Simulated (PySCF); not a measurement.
Fill in the blanks.

Compound: C5H9ClOSi.
InChI=1S/C5H9ClOSi/c6-3-8-5-1-4(5)2-7/h1,4,7H,2-3,8H2/t4-/m0/s1

Conformer (atom-mapped SMILES and torsion angles): `[OH:1][CH2:2][C@@H:3]1[CH:4]=[C:5]1[SiH2:6][CH2:7][Cl:8]`: O1–C2–C3–C4 52°, C4–C5–Si6–C7 15°, C5–Si6–C7–Cl8 -60°, H–O1–C2–C3 -53°.

```json
{"property": "point group of the GFN2-xTB geometry", "level": "GFN2-xTB", "value": "?"}
{"property": "rotational constants A, B, C of the GFN2-xTB geometry", "level": "GFN2-xTB", "value": "?"}
{"property": "dipole moment", "level": "CAM-B3LYP/def2-SVPD", "value": "2.37 D"}
{"property": "HOMO energy", "level": "CAM-B3LYP/def2-SVPD", "value": "-8.67 eV"}
{"property": "LUMO energy", "level": "CAM-B3LYP/def2-SVPD", "value": "?"}
{"property": "lowest singlet excitation", "level": "TDDFT CAM-B3LYP/def2-SVPD", "value": "5.39 eV (230 nm, f = 0.010)"}
{"property": "strongest line among the 8 lowest singlet transitions", "level": "TDDFT CAM-B3LYP/def2-SVPD", "value": "S2 at 5.95 eV (209 nm, f = 0.094)"}
{"property": "lowest triplet excitation (Tamm–Dancoff)", "level": "TDA CAM-B3LYP/def2-SVPD", "value": "3.82 eV"}
{"property": "static isotropic polarisability", "level": "CAM-B3LYP/def2-SVPD", "value": "99.9 au"}
{"property": "electronic spatial extent ⟨r²⟩ about the centre of nuclear charge", "level": "CAM-B3LYP/def2-SVPD", "value": "1678 bohr²"}
{"property": "13C chemical shifts (computed TMS as zero) by class", "level": "GIAO PBE0/pcSseg-1", "value": "140.6 (1 C), 126.5 (1 C), 65.6 (1 C), 31.9 (1 C), 21.5 (1 C) ppm"}
{"property": "1H chemical shifts (computed TMS as zero) by class", "level": "GIAO PBE0/pcSseg-1", "value": "8.28 (1 H), 4.87 (1 H), 4.84 (1 H), 3.97 (1 H), 3.87 (1 H), 3.28 (1 H), 3.09 (1 H), 1.72 (1 H), 0.00 (1 H) ppm"}
{"property": "isotropic shieldings of nuclei other than C and H, by class", "level": "GIAO PBE0/pcSseg-1", "value": "302 (1 O), 401 (1 Si), 922 (1 Cl) ppm"}
```

The electronic properties come from PySCF, for the isolated species, density fitting.

(1) The rotational constants A, B, C of the GFN2-xTB geometry?

(2) Give the point group of the GFN2-xTB geometry.

(3) Give the LUMO energy.

## Answers

(1) 2.282, 0.777, 0.724 GHz.

(2) C1.

(3) 0.29 eV.

The rotational constants make it an asymmetric top with κ = (2B − A − C)/(A − C) = -0.93, nearer the prolate limit (−1). No computed singlet falls in the visible range (750 to 380 nm, 1.65 to 3.26 eV); S1 lies 2.13 eV above its blue end. A dipole of 2.37 D is allowed in C1, and pure rotational transitions are dipole-allowed. The vertical singlet–triplet gap S1 − T1 is 1.57 eV (TDDFT singlet less Tamm–Dancoff triplet; S1: HOMO→LUMO, weight 0.47, beside HOMO−1→LUMO, weight 0.35; T1: HOMO→LUMO, weight 0.69). The 8 singlets span 5.39 to 7.22 eV, and their oscillator strengths add up to 0.16. The dipole equals about 7.9 × 10⁻³⁰ C·m (1 D = 3.33564 × 10⁻³⁰ C·m).

One conformer stands for the species.
